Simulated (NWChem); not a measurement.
System: C$_{2}$HBrClF; SMILES F/C(Br)=C\Cl

NWChem input:

```
start job
memory heap 200 mb stack 900 mb global 1100 mb
geometry units angstroms noautoz
  F      1.585215    -0.376823     0.000000
  C      0.280720    -0.137903     0.000000
  Br    -0.168033     1.695980     0.000000
  C     -0.655295    -1.107761     0.000000
  Cl    -0.234213    -2.782187     0.000000
  H     -1.725955    -0.867050     0.000000
end
basis spherical
  * library def2-svp
end
dft
  xc xctpssh
  iterations 150
  mulliken
end
task dft energy
```

Output (shortened):

```
             Northwest Computational Chemistry Package (NWChem) 7.3.0
             --------------------------------------------------------

 CS  symmetry detected

                             Geometry "geometry" -> ""
                             -------------------------

 Output coordinates in angstroms (scale by  1.889725989 to convert to a.u.)

  No.       Tag          Charge          X              Y              Z
 ---- ---------------- ---------- -------------- -------------- --------------
    1 F                    9.0000     1.57787872    -0.38750119     0.00000000
    2 C                    6.0000     0.27433568    -0.14344069     0.00000000
    3 Br                  35.0000    -0.16718461     1.69219706     0.00000000
    4 C                    6.0000    -0.66549525    -1.10960135     0.00000000
    5 Cl                  17.0000    -0.25101716    -2.78567426     0.00000000
    6 H                    1.0000    -1.73519804    -0.86467165     0.00000000

 Effective nuclear repulsion energy (a.u.)     371.2454982643

      Symmetry information
      --------------------

 Group name             Cs
 Group number              2
 Group order               2
 No. of unique centers     6

                                 NWChem DFT Module
                                 -----------------

 Summary of "ao basis" -> "ao basis" (spherical)
 ------------------------------------------------------------------------------
       Tag                 Description            Shells   Functions and Types
 ---------------- ------------------------------  ------  ---------------------
 F                          def2-svp                 6       14   3s2p1d
 C                          def2-svp                 6       14   3s2p1d
 Br                         def2-svp                12       32   5s4p3d
 Cl                         def2-svp                 8       18   4s3p1d
 H                          def2-svp                 3        5   2s1p

      Symmetry analysis of basis
      --------------------------

        a'         69
        a"         28

            General Information
            -------------------
          SCF calculation type: DFT
          Wavefunction type:  closed shell.
          No. of atoms     :     6
          No. of electrons :    74
           Alpha electrons :    37
            Beta electrons :    37
          Charge           :     0
          Spin multiplicity:     1
          Use of symmetry is: on ; symmetry adaption is: on
          Maximum number of iterations: 150
          AO basis - number of functions:    97
                     number of shells:    41
          Convergence on energy requested:  1.00D-06
          Convergence on density requested:  1.00D-05
          Convergence on gradient requested:  5.00D-04

              XC Information
              --------------
                  TPSS hybrid Method XC Functional
                     Hartree-Fock (Exact) Exchange  0.100
                  TPSS metaGGA Exchange Functional  0.900
             TPSS03 metaGGA Correlation Functional  1.000

             Grid Information
             ----------------
          Grid used for XC integration:  medium
          Radial quadrature: Mura-Knowles
          Angular quadrature: Lebedev.
          Tag              B.-S. Rad. Rad. Pts. Rad. Cut. Ang. Pts.
          ---              ---------- --------- --------- ---------
          F                   0.50       49           9.0       434
          C                   0.70       49           8.0       434
          Br                  1.15      112          11.0       590
          Cl                  1.00       88          11.0       590
          H                   0.35       45           9.0       434
          Grid pruning is: on
          Number of quadrature shells:   392
          Spatial weights used:  Erf1

      Superposition of Atomic Density Guess
      -------------------------------------

 Sum of atomic energies:       -3206.45073915

      Non-variational initial energy
      ------------------------------

 Total energy =   -3208.109526
 1-e energy   =   -5197.848375
 2-e energy   =    1618.493351
 HOMO         =      -0.228572
 LUMO         =       0.050805

      Symmetry analysis of molecular orbitals - initial
      -------------------------------------------------

  Numbering of irreducible representations:

     1 a'          2 a"

  Orbital symmetries:

     1 a'          2 a'          3 a'          4 a'          5 a'
     6 a"          7 a'          8 a'          9 a'         10 a'
    11 a'         12 a'         13 a'         14 a"         15 a'
    16 a'         17 a"         18 a'         19 a'         20 a"
    21 a'         22 a"         23 a'         24 a'         25 a'
    26 a'         27 a'         28 a'         29 a"         30 a'
    31 a'         32 a'         33 a"         34 a"         35 a'
    36 a'         37 a"         38 a'         39 a"         40 a'
    41 a'         42 a'         43 a'         44 a'         45 a'
    46 a'         47 a"

     ---------------------------------------------
      Total Density - Mulliken Population Analysis
     ---------------------------------------------

    Atom       Charge   Shell Charges
 -----------   ------   -------------------------------------------------------
    1 F    9     9.35   1.99  1.14  0.76  3.42  2.03  0.01
    2 C    6     5.32   1.99  0.89  0.21  1.47  0.68  0.08
    3 Br  35    35.17   2.00  2.00  2.00  1.36  0.58  6.00  5.99  2.33  2.89  8.23  1.73  0.07
    4 C    6     6.08   1.99  0.95  0.25  1.86  1.00  0.04
    5 Cl  17    17.20   2.00  1.99  1.22  0.72  5.94  2.12  3.19  0.03
    6 H    1     0.88   0.66  0.20  0.02

   convergence    iter        energy       DeltaE   RMS-Dens  Diis-err
 ---------------- ----- ----------------- --------- --------- ---------
 d= 0,ls=0.0,diis     1  -3210.2010879411 -3.58D+03  1.81D-02  9.61D-01
 d= 0,ls=0.0,diis     2  -3210.0067611316  1.94D-01  1.28D-02  2.69D+00
 d= 0,ls=0.0,diis     3  -3210.3090042017 -3.02D-01  2.56D-03  4.43D-02
 d= 0,ls=0.0,diis     4  -3210.3124018335 -3.40D-03  1.34D-03  1.73D-02
 d= 0,ls=0.0,diis     5  -3210.3144305711 -2.03D-03  3.96D-04  2.77D-03
  Resetting Diis
 d= 0,ls=0.0,diis     6  -3210.3147507558 -3.20D-04  6.81D-05  3.56D-05
 d= 0,ls=0.0,diis     7  -3210.3147548626 -4.11D-06  4.82D-05  5.41D-06
 d= 0,ls=0.0,diis     8  -3210.3147539570  9.06D-07  2.78D-05  1.42D-05
 d= 0,ls=0.0,diis     9  -3210.3147554676 -1.51D-06  2.45D-06  4.07D-08
 d= 0,ls=0.0,diis    10  -3210.3147554721 -4.55D-09  8.96D-07  1.04D-08

         Total DFT energy =    -3210.314755472110
      One electron energy =    -5197.924365790954
           Coulomb energy =     1757.499481627475
    Exchange-Corr. energy =     -141.135369572962
 Nuclear repulsion energy =      371.245498264331

 Numeric. integr. density =       74.000002702887

                  Occupations of the irreducible representations
                  ----------------------------------------------

                     irrep           alpha         beta
                     --------     --------     --------
                     a'               28.0         28.0
                     a"                9.0          9.0

                       DFT Final Molecular Orbital Analysis
                       ------------------------------------

 Vector   35  Occ=2.000000D+00  E=-3.116394D-01  Symmetry=a'
              MO Center= -3.0D-01, -2.3D+00, -3.5D-16, r^2= 2.8D+00
   Bfn.  Coefficient  Atom+Function         Bfn.  Coefficient  Atom+Function
  ----- ------------  ---------------      ----- ------------  ---------------
    85      0.594648  5 Cl px                82      0.446026  5 Cl px
    79      0.257781  5 Cl px                43      0.165410  3 Br px
    40      0.159840  3 Br px                93      0.151746  6 H  s
    17     -0.123058  2 C  s                 86      0.121502  5 Cl py
    64     -0.112375  4 C  px                37     -0.104280  3 Br px

 Vector   36  Occ=2.000000D+00  E=-3.064010D-01  Symmetry=a'
              MO Center= -1.4D-01,  1.2D+00,  9.7D-16, r^2= 3.1D+00
   Bfn.  Coefficient  Atom+Function         Bfn.  Coefficient  Atom+Function
  ----- ------------  ---------------      ----- ------------  ---------------
    43      0.546234  3 Br px                40      0.505054  3 Br px
    37     -0.331772  3 Br px                85     -0.158961  5 Cl px
    44      0.143329  3 Br py                41      0.125860  3 Br py
    82     -0.121715  5 Cl px                86     -0.116344  5 Cl py
     5      0.110264  1 F  py                34      0.107741  3 Br px

 Vector   37  Occ=2.000000D+00  E=-2.419127D-01  Symmetry=a"
              MO Center= -1.4D-01, -6.7D-01, -8.2D-17, r^2= 3.9D+00
   Bfn.  Coefficient  Atom+Function         Bfn.  Coefficient  Atom+Function
  ----- ------------  ---------------      ----- ------------  ---------------
    87      0.383782  5 Cl pz                66     -0.346366  4 C  pz
    20     -0.329350  2 C  pz                45      0.318253  3 Br pz
    42      0.266406  3 Br pz                84      0.254370  5 Cl pz
    69     -0.240619  4 C  pz                 6     -0.189876  1 F  pz
    23     -0.181667  2 C  pz                39     -0.173681  3 Br pz

 Vector   38  Occ=0.000000D+00  E=-3.445759D-02  Symmetry=a'
              MO Center= -1.0D-01,  5.9D-01,  4.5D-15, r^2= 3.8D+00
   Bfn.  Coefficient  Atom+Function         Bfn.  Coefficient  Atom+Function
  ----- ------------  ---------------      ----- ------------  ---------------
    17      0.918035  2 C  s                 44      0.839513  3 Br py
    33     -0.486228  3 Br s                 22      0.404855  2 C  py
    19      0.400596  2 C  py                63     -0.401431  4 C  s
    86      0.355021  5 Cl py                41      0.326716  3 Br py
    16      0.324617  2 C  s                 21     -0.276985  2 C  px

[...]
```

Level: TPSSh/def2-SVP. Coordinates come from a PBE-D3(BJ)/def2-SVP optimisation.
